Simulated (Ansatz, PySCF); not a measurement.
C5H6Se, SMILES C1(C=C)C[Se]C=1. Atoms are numbered in the order given.

```xyz
12

C     -0.4273     3.3091     0.0000
C      0.5379     2.3723     0.0000
C      0.3056     0.9432     0.0000
C      1.1859    -0.0869     0.0000
Se    -0.0657    -1.5395     0.0000
C     -1.0279     0.2312     0.0000
H     -1.4874     3.0379     0.0000
H     -0.1879     4.3747     0.0000
H      1.5898     2.6809     0.0000
H      2.2767    -0.1219     0.0000
H     -1.6385     0.3612     0.9048
H     -1.6385     0.3612    -0.9048
```
Charge 0, spin multiplicity 1.

Geometry optimised at B3LYP-D3(BJ)/def2-SVP. The structure was generated by enumeration, and PubChem lists no compound with its InChIKey, so it may never have been made. Other conformers were not sampled.

Two levels are set side by side: PBE-D3(BJ)/def2-SVP (Ansatz, an electronic-structure program) and B3LYP-D3(BJ)/def2-SVP (Ansatz). Each level has its own optimised geometry; the coordinates shown are those of the second. Frequencies come from the Hessian of PySCF at each geometry. Differences are taken from unrounded values.

```
quantity                            B3LYP-D3(BJ)
----------------------------------  ------------
mean bond length (Å)                       1.347
bond C1–C2 (Å)                             1.345
bond C2–C3 (Å)                             1.448
bond C3–C4 (Å)                             1.355
bond C3–C6 (Å)                             1.512
bond C4–Se5 (Å)                            1.917
bond Se5–C6 (Å)                            2.015
bond C1–H7 (Å)                             1.094
bond C1–H8 (Å)                             1.092
bond C2–H9 (Å)                             1.096
bond C4–H10 (Å)                            1.091
bond C6–H11 (Å)                            1.099
bond C6–H12 (Å)                            1.099
highest harmonic wavenumber (cm⁻¹)          3240
mean harmonic wavenumber (cm⁻¹)             1345
zero-point energy (kcal/mol)               57.70
```

What does PBE-D3(BJ) give, and how far is it from B3LYP-D3(BJ)? (The exact figures need the calculation; the answer reports its results.)


```csv
quantity,PBE-D3(BJ),PBE-D3(BJ) minus B3LYP-D3(BJ)
mean bond length (Å),1.352,0.005
bond C1–C2 (Å),1.356,0.011
bond C2–C3 (Å),1.445,-0.003
bond C3–C4 (Å),1.368,0.013
bond C3–C6 (Å),1.513,0.001
bond C4–Se5 (Å),1.912,-0.005
bond Se5–C6 (Å),2.013,-0.002
bond C1–H7 (Å),1.102,0.008
bond C1–H8 (Å),1.100,0.008
bond C2–H9 (Å),1.104,0.008
bond C4–H10 (Å),1.100,0.008
bond C6–H11 (Å),1.108,0.009
bond C6–H12 (Å),1.108,0.009
highest harmonic wavenumber (cm⁻¹),3180,-60
mean harmonic wavenumber (cm⁻¹),1309,-37
zero-point energy (kcal/mol),56.14,-1.57
```

Exact exchange shortens and stiffens bonds; PBE has none. Differences between two approximate levels are no errors against the true value.
